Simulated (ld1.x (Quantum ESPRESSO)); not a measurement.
# Hg, TM: configuration errors across variants

| Quantity | Value |
| --- | --- |
| Element | mercury |
| Generator | ld1.x (Quantum ESPRESSO) 7.5 |
| Type | norm-conserving Troullier–Martins (Kleinman–Bylander form) |
| Functional | PBE |
| Relativity | fully relativistic |
| Frozen core | [Xe] 4f14 |
| Valence charge | 12 |
| Reference configuration | 5d10 6s2 6p0 |
| Partial waves | 6s (bound): rc 2.35 bohr; 6p (bound, empty): rc 2.45 bohr; 5d (bound): rc 1.85 bohr |
| Local potential | all-electron potential smoothed inside 2.20 bohr (lloc = -1) |
| Core correction | none |

Open shells are filled in proportion to 2j + 1 (rel_dist='average').

All-electron excitation energies from the reference (eV): (1) 5d10 6s1 6p0 10.701; (2) 5d10 6s0 6p0 29.686; (3) 5d9 6s0 6p0 65.216; (4) 5d8 6s0 6p0 114.956; (5) 5d10 6s1.5 6p0 4.363; (6) 5d10 6s1 6p1 5.968; (7) 5d9 6s2 6p1 10.298.

Errors AE − PS in meV (a dash: test not solved or not reliable):

```csv
change,(1),(2),(3),(4),(5),(6),(7),bound ghosts
base,+3.3,+15,+48,-42,+0.8,+1.9,-3.8,none
wave 5d (bound): rc 1.85 bohr becomes 5d (bound): rc 1.28 bohr,+3.5,+15,+49,-42,+0.9,+2.0,-3.5,none
wave 5d (bound): rc 1.85 bohr becomes 5d (bound): rc 1.42 bohr,+3.4,+15,+48,-42,+0.9,+1.9,-3.7,none
wave 5d (bound): rc 1.85 bohr becomes 5d (bound): rc 1.66 bohr,+3.3,+14,+48,-42,+0.8,+1.9,-4.1,none
wave 5d (bound): rc 1.85 bohr becomes 5d (bound): rc 2.28 bohr,+4.5,+19,+40,-42,+1.1,+2.3,+3.3,none
wave 5d (bound): rc 1.85 bohr becomes 5d (bound): rc 2.50 bohr,+5.3,+19,+24,-35,+1.3,+2.3,+16,none
wave 5d (bound): rc 1.85 bohr becomes 5d (bound): rc 2.76 bohr,+4.7,+8.9,-7.1,+0.5,+1.3,+1.7,+40,none
```

(1) Give the same row for: wave 5d (bound): rc 1.85 bohr becomes 5d (bound): rc 2.02 bohr.

Answers

(1) +3.6, +16, +47, -42, +0.9, +2.0, -2.8; bound ghosts: none.
